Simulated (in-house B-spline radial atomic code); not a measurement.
A run on an ion of nuclear charge 44 with 44.8 electrons that did not converge. Method: scalar-relativistic (X2C) PBE0, spin-polarised, spherical fractional occupations, Fermi nucleus of rms radius 4.4809 fm; computed with a B-spline radial code for spherical atoms.

Command:
```bash
python run_scf.py task.json out
```
Settings (nuclear radius in fm, mass in u):
```
Z                44
configuration    [Kr] 4d7 5s1.8
hamiltonian      x2c
method           pbe0
spin_polarised   True
nucleus          fermi
rms_radius       4.4809
atomic_mass      101.90434
speed_of_light   137.035999084
```

First and last ten iterations of the last attempt (damped for 15 steps, keeping 80 % of the old Fock matrix, then DIIS):
```
 iter        energy (Eh)    residual
    1       -4523.332369    4.45e-01
    2       -4524.435143    3.37e-01
    3       -4527.139810    2.29e-01
    4       -4528.589418    1.43e-01
    5       -4529.335203    9.54e-02
    6       -4529.699909    5.91e-02
    7       -4529.868268    4.03e-02
    8       -4529.941895    2.82e-02
    9       -4529.973159    1.93e-02
   10       -4529.986711    1.32e-02
  111       -4529.235655    5.99e-02
  112       -4529.242358    5.96e-02
  113       -4529.245601    5.93e-02
  114       -4529.998649    4.22e-03
  115       -4529.998644    4.23e-03
  116       -4529.998676    4.20e-03
  117       -4529.246448    5.92e-02
  118       -4529.245661    5.93e-02
  119       -4529.245913    5.93e-02
  120       -4529.245254    5.93e-02
 not converged after 120 iterations
```

The smallest residual met was 4.2e-03; the threshold is about 4e-07. No energy from this run should be used. The likely cause: this method binds the added charge weakly or not at all at the basis-set limit, so charge moves back and forth between the atom and the box. Time taken, with all properties: 7.7 s on 1 thread of Arm Neoverse V2 (shared host).
